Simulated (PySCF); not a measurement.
# Correlation energy of Pb (lead, neutral)

[Xe] 4f14 5d10 6s1 6p3, high-spin 5S determinant (an excited configuration). Calculation: PySCF 2.14, in cc-pVTZ-PP with ECP60MDF (5s4p3d1f, 39 functions); scalar relativity through the core potential. Frozen: 5s2 5p6 5d10; 4 electrons correlated.

MP2 pair energies summed by pair of shells (mhartree):

| pair | energy | share (%) |
| --- | --- | --- |
| 6p-6p | -10.29 | 76.0 |
| 6s-6p | -3.25 | 24.0 |

Total MP2 correlation energy: -13.54 mhartree.

Same-spin part -13.54 and opposite-spin part 0.00 mhartree; SCS-MP2 scales them by 1/3 and 6/5 to -4.51 mhartree.

Spin-orbit coupling is strong in this species, so the high-spin LS determinant is a model state.
